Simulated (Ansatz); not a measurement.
Cu(OH)(PH3) (CuH4OP), SMILES [OH][Cu]<-[PH3], multiplicity 1.

Coordinates come from a PBE0-D3(BJ)/def2-SVP optimisation. The spin state was assumed, not searched. The structure was generated by enumeration; whether it is a known compound was not checked. One conformer was computed; it need not be the lowest.

Two levels are set side by side: PBE/def2-SVPD (Ansatz, a program for electronic structure) and CAM-B3LYP/def2-SVPD (Ansatz). Energy differences of separate SCF runs at the same geometry; the states with an electron removed or added have multiplicity 2 and 2. Differences are taken from unrounded values.

```tsv
quantity	CAM-B3LYP
vertical ionisation energy (eV)	8.61
vertical singlet–triplet gap (eV)	4.50
```

### Question
What does PBE give, and how far is it from CAM-B3LYP? (Estimate from the structure and the level; the computed values follow.)

### Answer

```tsv
quantity	PBE	PBE minus CAM-B3LYP
vertical ionisation energy (eV)	8.51	-0.10
vertical singlet–triplet gap (eV)	4.23	-0.28
```
